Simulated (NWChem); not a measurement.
System: SiH4SO; SMILES O[SiH2]S

The following NWChem deck was run.

```
start job
memory heap 200 mb stack 900 mb global 1100 mb
geometry units angstroms noautoz
  Si    -0.483396     0.574082     0.024033
  O      0.730263     1.708203     0.004105
  S      0.229715    -1.445722    -0.096822
  H     -1.207326     0.822504     1.295909
  H     -1.389313     0.674542    -1.156844
  H      1.335640     1.675541    -0.743350
  H      0.878695    -1.412084     1.088467
end
basis spherical
  * library def2-svp
end
dft
  xc xpbe96 cpbe96
  iterations 150
  mulliken
end
task dft energy
```

Output (shortened):

```
             Northwest Computational Chemistry Package (NWChem) 7.3.0
             --------------------------------------------------------

 C1  symmetry detected

                             Geometry "geometry" -> ""
                             -------------------------

 Output coordinates in angstroms (scale by  1.889725989 to convert to a.u.)

  No.       Tag          Charge          X              Y              Z
 ---- ---------------- ---------- -------------- -------------- --------------
    1 Si                  14.0000    -0.54418675     0.56339999     0.00218885
    2 O                    8.0000     0.66277893     1.70466745     0.02057816
    3 S                   16.0000     0.18502757    -1.45377399    -0.04249922
    4 H                    1.0000    -1.33247856     0.83207980     1.23095403
    5 H                    1.0000    -1.39012149     0.63486653    -1.22440613
    6 H                    1.0000     1.30513603     1.66122953    -0.69477322
    7 H                    1.0000     0.77340589    -1.39273138     1.17294363

 Effective nuclear repulsion energy (a.u.)     152.6973936910

  pbe96 is a nonlocal functional; adding pw91lda local functional.

                                 NWChem DFT Module
                                 -----------------

 Summary of "ao basis" -> "ao basis" (spherical)
 ------------------------------------------------------------------------------
       Tag                 Description            Shells   Functions and Types
 ---------------- ------------------------------  ------  ---------------------
 Si                         def2-svp                 8       18   4s3p1d
 O                          def2-svp                 6       14   3s2p1d
 S                          def2-svp                 8       18   4s3p1d
 H                          def2-svp                 3        5   2s1p

            General Information
            -------------------
          SCF calculation type: DFT
          Wavefunction type:  closed shell.
          No. of atoms     :     7
          No. of electrons :    42
           Alpha electrons :    21
            Beta electrons :    21
          Charge           :     0
          Spin multiplicity:     1
          Use of symmetry is: off; symmetry adaption is: off
          Maximum number of iterations: 150
          AO basis - number of functions:    70
                     number of shells:    34
          Convergence on energy requested:  1.00D-06
          Convergence on density requested:  1.00D-05
          Convergence on gradient requested:  5.00D-04

              XC Information
              --------------
          PerdewBurkeErnzerhof Exchange Functional  1.000
            Perdew 1991 LDA Correlation Functional  1.000 local
           PerdewBurkeErnz. Correlation Functional  1.000 non-local

             Grid Information
             ----------------
          Grid used for XC integration:  medium
          Radial quadrature: Mura-Knowles
          Angular quadrature: Lebedev.
          Tag              B.-S. Rad. Rad. Pts. Rad. Cut. Ang. Pts.
          ---              ---------- --------- --------- ---------
          Si                  1.10       88           8.0       590
          O                   0.60       49          10.0       434
          S                   1.00       88          10.0       590
          H                   0.35       45          10.0       434
          Grid pruning is: on
          Number of quadrature shells:   405
          Spatial weights used:  Erf1

      Superposition of Atomic Density Guess
      -------------------------------------

 Sum of atomic energies:        -762.77413268

      Non-variational initial energy
      ------------------------------

 Total energy =    -763.629917
 1-e energy   =   -1358.661687
 2-e energy   =     442.334376
 HOMO         =      -0.323038
 LUMO         =       0.064603

     ---------------------------------------------
      Total Density - Mulliken Population Analysis
     ---------------------------------------------

    Atom       Charge   Shell Charges
 -----------   ------   -------------------------------------------------------
    1 Si  14    13.12   2.00  1.99  0.94  0.20  5.93  0.97  0.84  0.24
    2 O    8     8.77   1.99  1.10  0.63  3.10  1.94  0.00
    3 S   16    16.47   2.00  1.99  1.20  0.64  5.94  1.82  2.86  0.03
    4 H    1     1.09   0.70  0.38  0.01
    5 H    1     1.10   0.71  0.38  0.01
    6 H    1     0.65   0.52  0.07  0.06
    7 H    1     0.79   0.57  0.19  0.03

   convergence    iter        energy       DeltaE   RMS-Dens  Diis-err
 ---------------- ----- ----------------- --------- --------- ---------
 d= 0,ls=0.0,diis     1   -764.6189025976 -9.17D+02  2.12D-02  6.39D-01
 d= 0,ls=0.0,diis     2   -764.4848706258  1.34D-01  1.47D-02  1.95D+00
 d= 0,ls=0.0,diis     3   -764.6814670628 -1.97D-01  3.73D-03  7.56D-02
 d= 0,ls=0.0,diis     4   -764.6874930467 -6.03D-03  1.88D-03  1.33D-02
 d= 0,ls=0.0,diis     5   -764.6895984231 -2.11D-03  4.24D-04  5.62D-04
  Resetting Diis
 d= 0,ls=0.0,diis     6   -764.6896860893 -8.77D-05  8.86D-05  2.53D-05
 d= 0,ls=0.0,diis     7   -764.6896904150 -4.33D-06  3.85D-05  1.73D-06
 d= 0,ls=0.0,diis     8   -764.6896902128  2.02D-07  2.25D-05  3.05D-06
 d= 0,ls=0.0,diis     9   -764.6896906898 -4.77D-07  3.63D-06  1.50D-07

         Total DFT energy =     -764.689690689846
      One electron energy =    -1361.052519753285
           Coulomb energy =      499.960242848303
    Exchange-Corr. energy =      -56.294807475907
 Nuclear repulsion energy =      152.697393691042

 Numeric. integr. density =       42.000001282973

                       DFT Final Molecular Orbital Analysis
                       ------------------------------------

[...]
```

Level: PBE/def2-SVP. Structure relaxed at the PBE0/def2-SVP level.
